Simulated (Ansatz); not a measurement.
Mulliken charges of CH₃Te (`C[Te]`) radical from r2SCAN/def2-TZVPP in Ansatz (PBE0-D4/def2-TZVP geometry).

| atom | x (Å) | y (Å) | z (Å) | charge (e) |
| --- | --- | --- | --- | --- |
| C1 | -0.204 | -0.046 | -0.001 | -0.329 |
| Te2 | 1.912 | 0.238 | 0.073 | -0.010 |
| H3 | -0.457 | -1.055 | 0.316 | 0.114 |
| H4 | -0.702 | 0.699 | 0.613 | 0.114 |
| H5 | -0.499 | 0.090 | -1.043 | 0.112 |

Problem. By hand: the dipole of these point charges (1 e Å = 4.8032 D).

Solution. Σ q r = (-0.140, -0.018, -0.011) e Å, of length 0.142 e Å = 0.68 D.

Problem. How does the dipole of the full density compare? (An estimate is asked.)

Solution. Computed: (-0.274, -0.036, -0.016) e Å, 1.33 D; the point charges give 0.51 times that, at 1° from its direction.

Point charges leave out the atoms' own dipoles, such as those of lone pairs, and Mulliken's split depends on the basis, so the two needn't agree.
